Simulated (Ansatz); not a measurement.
`ClB(Cl)Br` + HBr → `ClB(Br)Br` + HCl  (ligand exchange at a B–Cl bond)

Isolated molecules relaxed with PBE0-D4/def2-TZVP in Ansatz; ΔE leaves out vibrations. CBS: MP2 limit from def2 TZ/QZ plus the TZ coupled-cluster correction, frozen cores. This one scheme is used for every species. DFT in def2-TZVPP. For Br outer-core shells are correlated without core-valence functions, which leaves a few kJ/mol of doubt a bond. Scalar relativity is left out up to krypton.

```json
{"level": "revPBE-D4", "ΔE (kJ/mol)": "10.5", "difference from CCSD(T)/CBS": "3.7"}
{"level": "B97M-V", "ΔE (kJ/mol)": "14.1", "difference from CCSD(T)/CBS": "7.3"}
{"level": "PBE0-D4", "ΔE (kJ/mol)": "10.3", "difference from CCSD(T)/CBS": "3.5"}
{"level": "ωB97X-V", "ΔE (kJ/mol)": "12.1", "difference from CCSD(T)/CBS": "5.3"}
{"level": "ωB97M-V", "ΔE (kJ/mol)": "12.3", "difference from CCSD(T)/CBS": "5.5"}
{"level": "PBE-QIDH", "ΔE (kJ/mol)": "9.3", "difference from CCSD(T)/CBS": "2.5"}
{"level": "CAM-B3LYP", "ΔE (kJ/mol)": "14.7", "difference from CCSD(T)/CBS": "7.9"}
{"level": "LC-ωPBE", "ΔE (kJ/mol)": "12.6", "difference from CCSD(T)/CBS": "5.8"}
{"level": "RPA@PBE/def2-TZVPP", "ΔE (kJ/mol)": "7.9", "difference from CCSD(T)/CBS": "1.1"}
{"level": "HF/CBS(def2)", "ΔE (kJ/mol)": "14.7", "difference from CCSD(T)/CBS": "7.9"}
{"level": "CCSD(T)/CBS", "ΔE (kJ/mol)": "6.8", "difference from CCSD(T)/CBS": "0"}
```

Largest T1 diagnostic among the species: 0.010.

At CCSD(T), def2-SVP lies +13.2 kJ/mol from the extrapolated value and def2-TZVPP +1.8 kJ/mol. In def2-TZVPP, CCSD(T) changes the Hartree–Fock value by −5.8 kJ/mol (the triples alone add −0.5 kJ/mol) and MP2 by −8.0 kJ/mol. Leaving LDA and LC-ωPBE aside and taking each functional with its dispersion term where it has one, the values spread over 4.8 kJ/mol, from PBE-QIDH to B97M-V.
